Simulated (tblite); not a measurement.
C₅H₇BO₂.
Cartesian coordinates in Å at the GFN2-xTB level; atoms count from 1:
```xyz
15
C5H7BO2 angstrom
C      2.013    0.156    0.754
C      1.791    0.084   -0.551
B      0.338   -0.065   -1.220
O     -0.496    1.183   -0.822
C     -1.389    1.115    0.063
C     -1.812   -0.055    0.685
C     -1.237   -1.243    0.246
O     -0.332   -1.331   -0.624
H      3.002    0.254    1.177
H      1.208    0.117    1.476
H      2.654    0.130   -1.205
H      0.305   -0.160   -2.400
H     -1.867    2.063    0.320
H     -2.585   -0.045    1.430
H     -1.595   -2.194    0.649
```

Level: GFN2-xTB in tblite, geometry and Hessian alike; calculated harmonic values, unscaled, isolated species. Against measured fundamentals such values can be off by several per cent, at times by over 20. Modes of hydrogen on boron can be 10 to 20 % off. One conformer, not necessarily the lowest. The optimisation stopped once no atom felt more than 0.01 eV/Å.

Lowest wavenumbers of the output (negative numbers stand for imaginary wavenumbers):
```
mode    cm-1
  1     -36.4
  2      74.2
  3     178.6
  4     206.9
  5     307.4
  6     396.3
  7     459.9
  8     461.5
  9     538.5
 10     552.8
 11     646.3
 12     718.6
 13     758.5
 14     844.1
 15     873.5
```

Q: Is this structure a minimum?

A: Not by this Hessian. 1 mode is imaginary beyond 20i (36i cm⁻¹), so at this level the point lies at or near a first-order saddle. The curvature is small, so loose convergence or finite differences may be the whole cause.

Q: Which atoms move in the imaginary mode?

A: 36i: C1 (terminal =CH2 carbon) 30 %, H10 (vinylic hydrogen) 22 %, H11 (vinylic hydrogen) 16 %, C2 (alkene CH carbon) 10 %. These are shares of the mass-weighted motion.

Q: What is the remedy?

A: Step along that mode in both directions, optimise again with tighter thresholds and repeat the frequencies. The zero-point energy of this point (69.2 kcal/mol) counts the 38 real modes alone, and thermal corrections from it aren't those of a minimum.

Hardware: Intel Xeon at 2.50 GHz, one thread, no GPU (shared host). Cost: 1.1 s of wall time. The figure is for the frequency step alone.
